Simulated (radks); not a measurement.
Au3+, configuration [Xe] 4f14 5d8 (the NIST ground configuration).

All-electron calculation, scalar-relativistic Kohn-Sham, PBEsol, spin-polarised, spherical densities, finite nucleus; open shells are filled with parallel spins first (spin-orbit coupling, left out, can overturn this in heavy ions); Fermi nuclear charge, rms radius 5.4371 fm. Program: a radial shooting solver on a logarithmic mesh with Libxc functionals.

Energy parts (Ry):
part                       energy
total                 -38000.0405
kinetic                42489.7078
electron-nucleus      -94342.3984
Hartree                14564.3141
exchange-correlation    -711.6641

Orbitals (lengths in bohr, moments of r in powers of bohr; <r^-3> diverges for s and p1/2; r(max) is where P^2 peaks):
| orbital | occ. | eigenvalue (Ry) | <r^-3> | r(max) | <r^4> |
|---|---|---|---|---|---|
| 1s down | 1 | -5934.994 | - | 0.01043 | 4.253e-07 |
| 1s up | 1 | -5934.994 | - | 0.01043 | 4.253e-07 |
| 2s up | 1 | -1049.499 | - | 0.06020 | 0.00006232 |
| 2s down | 1 | -1049.488 | - | 0.06020 | 0.00006232 |
| 2p up | 3 | -908.1022 | 25470 | 0.04982 | 0.00005054 |
| 2p down | 3 | -908.0926 | 25470 | 0.04982 | 0.00005054 |
| 3s up | 1 | -249.7561 | - | 0.1697 | 0.002254 |
| 3s down | 1 | -249.7510 | - | 0.1697 | 0.002254 |
| 3p up | 3 | -208.7221 | 5825 | 0.1690 | 0.002476 |
| 3p down | 3 | -208.7166 | 5825 | 0.1690 | 0.002476 |
| 3d up | 5 | -164.7796 | 723.9 | 0.1376 | 0.001903 |
| 3d down | 5 | -164.7708 | 723.9 | 0.1376 | 0.001903 |
| 4s up | 1 | -56.29045 | - | 0.3828 | 0.05056 |
| 4s down | 1 | -56.27889 | - | 0.3828 | 0.05055 |
| 4p up | 3 | -42.82711 | 1403 | 0.4029 | 0.06762 |
| 4p down | 3 | -42.81606 | 1403 | 0.4029 | 0.06759 |
| 4d up | 5 | -26.63948 | 152.4 | 0.4104 | 0.09368 |
| 4d down | 5 | -26.62654 | 152.4 | 0.4104 | 0.09351 |
| 5s up | 1 | -10.66572 | - | 0.8478 | 1.331 |
| 5s down | 1 | -10.58845 | - | 0.8464 | 1.320 |
| 4f up | 7 | -8.66504 | 29.38 | 0.3753 | 0.1866 |
| 4f down | 7 | -8.64677 | 29.43 | 0.3752 | 0.1844 |
| 5p up | 3 | -7.07754 | 240.4 | 0.9512 | 2.432 |
| 5p down | 3 | -6.98348 | 242.4 | 0.9491 | 2.417 |
| 5d up | 5 | -3.03661 | 15.80 | 1.186 | 9.311 |
| 5d down | 3 | -2.93147 | 15.80 | 1.184 | 9.596 |

The highest occupied level is 5d down at -39.885 eV. Spin moment in Bohr magnetons: 2. The density falls to 0.001 e/bohr^3 at r = 3.28 bohr. Summed over all electrons, <r^2> = 37.51 bohr^2, which gives a Langevin (diamagnetic) susceptibility term of -29.7 x 10^-6 cm^3/mol.
